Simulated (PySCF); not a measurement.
## Working out the excitation energy of Ga

Ga [Ar] 3d10 4s2 4p1 (2P) → Ga [Ar] 3d10 4s1 4p2 (4P). Computed with PySCF 2.14 in aug-cc-pVDZ-PP with ECP10MDF, with scalar relativity through the core potential. Frozen: 3s2 3p6 3d10. Energies in hartree (1 hartree = 27.21139 eV):

```tsv
part	Ga (lower)	Ga (upper)
UHF	-258.291230	-258.168734
MP2 opposite-spin	-0.026644	0.000000
MP2 same-spin	-0.002253	-0.006705
```

**Question.** What does Hartree-Fock give?

**Answer.** (-258.168734) − (-258.291230) = 0.122496 hartree = 3.333 eV.

**Question.** What do MP2 and SCS-MP2 (6/5 opposite-spin, 1/3 same-spin) give?

**Answer.** The opposite-spin parts differ by 0.725 eV and the same-spin parts by -0.121 eV. MP2: 3.333 + (0.725) + (-0.121) = 3.937 eV. SCS-MP2: 3.333 + 1.2 × (0.725) + (-0.121)/3 = 4.163 eV.

A double-zeta basis recovers only part of the correlation energy.
